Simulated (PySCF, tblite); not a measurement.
Compound: C6H10OSSi.
Z-matrix (Å and degrees, GFN2-xTB geometry), rows numbered from 1:
```
C 
C   1  1.3307
Si  2  1.8779  1  127.37
S   3  2.1365  2   95.19  1   179.49
C   4  1.8513  3   95.49  2   -15.36
C   5  1.5294  4  108.91  3   -87.03
C   5  1.5211  4  108.45  3   151.69
C   2  1.4841  1  118.96  3  -179.30
O   8  1.2070  2  123.44  1    19.78
H   1  1.0767  2  122.16  3    -1.40
H   1  1.0804  2  120.67  3   179.16
H   3  1.4608  2  112.35  1    63.45
H   3  1.4544  2  113.19  1   -66.88
H   6  1.0895  5  110.79  4    62.56
H   6  1.0891  5  109.80  4  -177.20
H   6  1.0876  5  109.73  4   -57.47
H   7  1.0868  5  110.23  4    64.38
H   7  1.0876  5  110.11  4   -55.62
H   7  1.0880  5  109.50  4  -174.99
```

Method: PBE0/pcSseg-1 in PySCF (dipole) on a GFN2-xTB geometry, gas phase.

Masses are those of the commonest isotopes; rigid-rotor values at the optimised geometry. The values belong to one conformer with, in the numbering `[CH2:1]=[C:2]1[SiH2:3][S:4][C:5]([CH3:6])([CH3:7])[C:8]1=[O:9]`, C1–C2–Si3–S4 179°, C2–Si3–S4–C5 -15°, Si3–S4–C5–C6 -87°, S4–C5–C8–O9 146°.

(1) What are A, B and C (MHz)?

(2) Classify the top.

(3) What does the inertial defect say?

(4) Give the coordinates in the principal-axis frame, origin at the centre of mass.

(5) Where do the levels up to J = 5 lie, in MHz?

(6) Which lines would a microwave search look for?

Answers

(1) Ia = 338.94, Ib = 388.97, Ic = 597.11 u·Å²; 505379 MHz·u·Å²/I gives A = 1491, B = 1299, C = 846.4 MHz.

(2) An asymmetric top: κ = (2 × 1299 − 1491 − 846.4)/(1491 − 846.4) ≈ 0.41.

(3) Not planar: Δ = Ic − Ia − Ib = -130.80 u·Å². For a rigid frame Δ = −2 Σ m c², so Σ m c² = 65.40 u·Å² lies off the ab plane: 18.72 from hydrogen and 46.69 from heavier atoms. The atom farthest from that plane is 2.19 Å away.

(4) The sense of each axis is arbitrary; atoms in the order of the calculation.
| atom | mass (u) | a (Å) | b (Å) | c (Å) |
| --- | --- | --- | --- | --- |
| C1 | 12.000 | 2.326 | 1.508 | 0.186 |
| C2 | 12.000 | 1.345 | 0.626 | 0.015 |
| Si3 | 27.977 | 1.489 | -1.246 | -0.026 |
| S4 | 31.972 | -0.598 | -1.595 | -0.320 |
| C5 | 12.000 | -1.132 | 0.113 | 0.156 |
| C6 | 12.000 | -1.326 | 0.167 | 1.672 |
| C7 | 12.000 | -2.424 | 0.436 | -0.579 |
| C8 | 12.000 | -0.040 | 1.121 | -0.185 |
| O9 | 15.995 | -0.300 | 2.244 | -0.543 |
| H10 | 1.008 | 3.347 | 1.206 | 0.346 |
| H11 | 1.008 | 2.121 | 2.569 | 0.178 |
| H12 | 1.008 | 1.955 | -1.795 | 1.245 |
| H13 | 1.008 | 2.227 | -1.739 | -1.179 |
| H14 | 1.008 | -0.388 | -0.030 | 2.189 |
| H15 | 1.008 | -1.689 | 1.152 | 1.962 |
| H16 | 1.008 | -2.055 | -0.581 | 1.975 |
| H17 | 1.008 | -3.219 | -0.229 | -0.252 |
| H18 | 1.008 | -2.285 | 0.313 | -1.651 |
| H19 | 1.008 | -2.706 | 1.468 | -0.381 |

(5) Above 0(0,0):
J = 1: 1(0,1) 2146, 1(1,1) 2337, 1(1,0) 2790
J = 2: 2(0,2) 6127, 2(1,2) 6176, 2(1,1) 7535, 2(2,1) 8110, 2(2,0) 8420
J = 3: 3(0,3) 11767, 3(1,3) 11775, 3(1,2) 14319, 3(2,2) 14547, 3(2,1) 15654, 3(3,1) 16796, 3(3,0) 16970
J = 4: 4(0,4) 19083, 4(1,4) 19084, 4(1,3) 22803, 4(2,3) 22858, 4(2,2) 25150, 4(3,2) 25747, 4(3,1) 26557, 4(4,1) 28420, 4(4,0) 28502
J = 5: 5(0,5) 28088, 5(1,5) 28088, 5(1,4) 32917, 5(2,4) 32927, 5(2,3) 36506, 5(3,3) 36708, 5(3,2) 38638, 5(4,2) 39807, 5(4,1) 40325, 5(5,1) 43000, 5(5,0) 43034

(6) The dipole components are |μa| = 1.71 D, |μb| = 0.45 D, |μc| = 1.54 D. Intensities carry the squares of the components, which stand as 1.00 : 0.07 : 0.82 (a : b : c). Some lines, for components of 0.1 D or more:

| type | branch | J(Ka,Kc) | MHz | lower level (cm⁻¹) |
| --- | --- | --- | --- | --- |
| a | Q | 1(1,0) ← 1(1,1) | 453 | 0.078 |
| c | Q | 2(2,1) ← 2(1,1) | 575 | 0.251 |
| a | Q | 3(2,1) ← 3(2,2) | 1107 | 0.485 |
| b | R | 1(1,1) ← 0(0,0) | 2337 | 0.000 |
| a | Q | 3(1,2) ← 3(1,3) | 2544 | 0.393 |
| c | R | 1(1,0) ← 0(0,0) | 2790 | 0.000 |
| a | R | 2(1,2) ← 1(1,1) | 3838 | 0.078 |
| a | R | 2(0,2) ← 1(0,1) | 3981 | 0.072 |
| a | R | 2(1,1) ← 1(1,0) | 4744 | 0.093 |
| c | R | 2(2,0) ← 1(1,0) | 5630 | 0.093 |
| b | R | 3(1,3) ← 2(0,2) | 5649 | 0.204 |
| a | R | 3(2,2) ← 2(2,1) | 6437 | 0.271 |
| b | R | 3(3,1) ← 2(2,0) | 8376 | 0.281 |
| b | R | 3(3,0) ← 2(2,1) | 8860 | 0.271 |
| b | R | 3(2,1) ← 2(1,2) | 9478 | 0.206 |

Its GFN2-xTB frequencies are all real (lowest 40 cm⁻¹). No vibrational averaging or centrifugal distortion is included, and the geometry carries the error of its method. A rigid rotor knows nothing of internal rotation, which can split or shift real lines.
